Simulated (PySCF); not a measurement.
**Pb₃O⁺, doublet: data card**

Computed with PySCF, UPBE, basis O def2-SVP, Pb def2-SVP with ECP60 (scalar-relativistic core potentials, no spin–orbit coupling, density fitting).

The structure is a minimum.

```
Point group                                                                   : Cs
Bond lengths                                                                  : O–Pb 2.197 Å (×2), O–Pb 2.484 Å, Pb–Pb 3.083 Å (×2)
Bond angles                                                                   : O–Pb–Pb 44.9° (×2), O–Pb–Pb 53.0° (×2), Pb–O–Pb 82.1° (×2), Pb–O–Pb 142.4°, Pb–Pb–Pb 84.8°
Enthalpy at 298.15 K above 0 K                                                : 19.16 kJ/mol
Dipole moment about the centre of mass                                        : 1.31 D
Lowest empty level (β)                                                        : -7.69 eV
Spin squared ⟨S²⟩                                                             : 0.757
Principal quadrupole moments (Buckingham, traceless) about the centre of mass : -16.32, -5.40, 21.72 D Å
Entropy at 298.15 K and 1 bar (electronic part: spin only)                    : 401.5 J/(mol K)
Heat capacity Cp at 298.15 K                                                  : 77.9 J/(mol K)
Principal polarisabilities                                                    : 65.3, 147.4, 235.4 bohr³
Rotational constants                                                          : 0.02286, 0.009332, 0.006666 cm⁻¹
Zero-point energy                                                             : 7.4 kJ/mol
Highest occupied level (α)                                                    : -8.23 eV
Rotational symmetry number                                                    : 1
```

Harmonic modes (masses in u: O 15.995, Pb 207.977):
```json
{"symmetry": "a'", "ω (cm⁻¹)": "54", "IR (km/mol)": "0.8", "μ (u)": "66.70"}
{"symmetry": "a''", "ω (cm⁻¹)": "93", "IR (km/mol)": "7.4", "μ (u)": "165.21"}
{"symmetry": "a'", "ω (cm⁻¹)": "104", "IR (km/mol)": "1.6", "μ (u)": "103.96"}
{"symmetry": "a'", "ω (cm⁻¹)": "189", "IR (km/mol)": "4.8", "μ (u)": "20.63"}
{"symmetry": "a'", "ω (cm⁻¹)": "326", "IR (km/mol)": "30.0", "μ (u)": "17.48"}
{"symmetry": "a''", "ω (cm⁻¹)": "467", "IR (km/mol)": "2.5", "μ (u)": "16.85"}
```

Charges (e):
```
 atom  Mulliken  Löwdin  polar tensor  spin (Mulliken)  Mayer order to O1
   O1     -0.59   -0.37         -0.22             0.16                  –
  Pb2      0.25    0.23          0.05             0.52               0.54
Pb3,4      0.67    0.57          0.58             0.16               0.79
```
Other Mayer orders above 0.3: Pb–Pb 0.38, Pb–Pb 0.83 (×2).

Mulliken populations on O1: s 3.90, p 4.68, d 0.00.

Other isomers or separated fragments may lie lower. With an element this heavy the missing spin–orbit coupling can shift these numbers.

The final relaxation and frequency run took 2.6 min on 4 threads of a shared Intel Xeon @ 2.50GHz (Skylake/Cascade Lake) host, with 92 basis functions and 18 gradients; the process peaked at 0.9 GiB. Launch command: `OMP_NUM_THREADS=4 python axn.py task.json out`.
